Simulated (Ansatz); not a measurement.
`CC[O][GaH2]` → `C[O][GaH][CH3]`  (isomerisation)

Program: Ansatz. Geometries: PBE0-D4/def2-TZVP. ΔE: electronic, gas phase. CCSD(T)/CBS is the MP2 limit (def2-TZVPP, def2-QZVPP) plus CCSD(T) − MP2 in def2-TZVPP, frozen cores. DFT in def2-TZVPP. For Ga outer-core shells are correlated without core-valence functions, which leaves a few kJ/mol of doubt a bond. Scalar relativity is left out up to krypton. Each species was taken in one conformer, which may not be the lowest.

**Question.** Is it downhill or uphill in electronic energy at CCSD(T)/CBS, and by how much? (Estimate.)

**Answer.** Ansatz gave: Downhill: ΔE = -31.4 kJ/mol.

**Question.** What do these levels give: PBE0-D4, ωB97M-V, BLYP, CAM-B3LYP, HF/def2-SVP, CCSD/def2-SVP? (Estimate.)

**Answer.** Computed: PBE0-D4 -27.1, ωB97M-V -27.4, BLYP -31.2, CAM-B3LYP -26.6, HF/def2-SVP -17.5, CCSD/def2-SVP -17.1 kJ/mol.

**Question.** What do rigid-rotor, harmonic-oscillator terms from PBE0-D4/def2-TZVP frequencies (298.15 K, 1 bar) make of the CCSD(T)/CBS value? (An estimate is asked.)

**Answer.** Computed: ΔZPE = +1.3 kJ/mol, ΔH = -27.8 kJ/mol, ΔS = 19 J/(mol·K), ΔG = -33.5 kJ/mol.

Largest T1 diagnostic among the species: 0.014.

In def2-TZVPP, CCSD(T) changes the Hartree–Fock value by −6.4 kJ/mol (the triples alone add −0.4 kJ/mol) and MP2 by −9.6 kJ/mol. From BLYP to BHLYP (50 % exact exchange), in def2-TZVPP and without D4, ΔE moves by +4.2 kJ/mol.
